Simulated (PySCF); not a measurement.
## EPR parameters of C7H11

C7H11 (doublet state).
Cartesian coordinates in Å at the GFN2-xTB level; atoms count from 1:
```
atom  x, y, z in Å
C1    -0.4171    2.5319    0.5501
C2    -0.3840    1.3628    0.2963
C3    -0.3485   -0.0532   -0.0278
C4    -0.3429   -0.8748    1.2639
C5    -1.5755   -0.4024   -0.8757
C6     0.9503   -0.3553   -0.8541
C7     2.1890   -0.0512   -0.1305
H8    -0.4461    3.5555    0.7785
H9    -1.2401   -0.6722    1.8456
H10    0.5268   -0.6213    1.8664
H11   -0.3101   -1.9376    1.0323
H12   -1.5938    0.1933   -1.7861
H13   -2.4879   -0.2021   -0.3172
H14   -1.5585   -1.4559   -1.1478
H15    0.8844    0.2556   -1.7617
H16    0.9185   -1.4096   -1.1364
H17    2.7683   -0.8267    0.3308
H18    2.4583    0.9693    0.0617
```

The hyperfine couplings belong to this conformer and change with its torsions.

As a line formula: `CC(C[CH2])(C)C#C` [radical].

Computed, not measured: UKS B3LYP, pcH-1 on C H, non-relativistic, mean-field spin-orbit, GIAO (PySCF 2.14.0). Isolated species at its GFN2-xTB geometry (one conformer only). The geometry wasn't refined by DFT: couplings that depend on bond lengths, twists or pyramidal angles can differ widely from those at the functional's own minimum. No stability test was run, so a lower SCF solution isn't excluded.

```json
{
  "g1, g2, g3": "2.00217, 2.00278, 2.00295",
  "g_iso": "2.00264",
  "Form of g": "rhombic: the two nearest values differ by 22 % of g3 − g1",
  "⟨S²⟩": "0.7537 (exact 0.7500)",
  "HOMO–LUMO gap, α and β orbitals": "6.81, 5.77 eV"
}
```

Isotropic coupling and dipolar principal values T1 to T3, in MHz:

| atom | isotope | a_iso | T1 | T2 | T3 | Mulliken spin population |
| --- | --- | --- | --- | --- | --- | --- |
| C1 | 13C | 1.1 | -0.7 | 0.3 | 0.4 | 0.00 |
| C2 | 13C | -3.6 | -1.2 | -0.3 | 1.4 | -0.01 |
| C3 | 13C | 75.2 | -7.1 | -6.5 | 13.7 | 0.06 |
| C4 | 13C | 2.2 | -1.6 | -0.1 | 1.7 | 0.01 |
| C5 | 13C | -1.9 | -0.9 | -0.8 | 1.6 | 0.00 |
| C6 | 13C | -33.4 | -2.0 | -0.6 | 2.6 | -0.09 |
| C7 | 13C | 93.2 | -80.9 | -80.1 | 161.1 | 1.07 |
| H8 | 1H | -0.4 | -0.9 | -0.8 | 1.6 | 0.00 |
| H9 | 1H | -1.0 | -1.9 | -1.0 | 2.8 | 0.00 |
| H10 | 1H | 0.3 | -5.8 | -3.1 | 9.0 | 0.00 |
| H11 | 1H | 0.5 | -2.1 | -1.7 | 3.8 | 0.00 |
| H12 | 1H | 0.0 | -1.6 | -0.8 | 2.4 | 0.00 |
| H13 | 1H | 5.1 | -1.3 | -0.6 | 1.9 | 0.00 |
| H14 | 1H | 0.1 | -1.4 | -1.0 | 2.4 | 0.00 |
| H15 | 1H | 75.6 | -5.2 | -4.4 | 9.6 | 0.03 |
| H16 | 1H | 10.4 | -5.2 | -4.1 | 9.3 | 0.00 |
| H17 | 1H | -62.9 | -39.3 | 0.0 | 39.3 | -0.05 |
| H18 | 1H | -62.7 | -38.8 | -0.5 | 39.3 | -0.04 |

The largest Mulliken spin populations are on C7 (+1.07) and C6 (-0.09). No atom but C7 exceeds +0.15. The positive populations add up to 1.19 and the negative ones to -0.19, together 2S = 1. The angles at C7 add up to 359.5°, so it is planar; its axial dipolar tensor and the negative couplings of its protons fit spin in a p orbital normal to that plane.

Axes: g2 points within 7° of the C6–C7 bond.

Under fast tumbling the dipolar parts average out, and these isotropic splittings remain: 2 × 1H (H17/H18, I = 1/2, 3 lines) with 2.24 mT, 2 × 1H (H15/H16, I = 1/2, 3 lines) with 1.53 mT and 6 × 1H (H9 (×6), I = 1/2, 7 lines) with 0.03 mT.

Means are taken over nuclei equivalent by connectivity, which assumes that they swap fast. The six 1H nuclei of mean +0.9 MHz run from -1.0 to 5.1 MHz in the frozen geometry. The 1H value of +43.0 MHz is a mean of couplings from 10.4 to 75.6 MHz in this one geometry, not an average over conformers.

The 13C coupling of C7 (93.2 MHz) shows only in satellite lines or after enrichment, since that isotope makes up about 1.07 % of natural carbon.

The spin density at the nucleus, in bohr⁻³, is negative for C6 (-0.0297), H17/H18 (-0.0140) and C2 (-0.0032), for instance. A restricted open-shell determinant has no negative spin density anywhere; here it arises because α and β orbitals differ (spin polarisation).
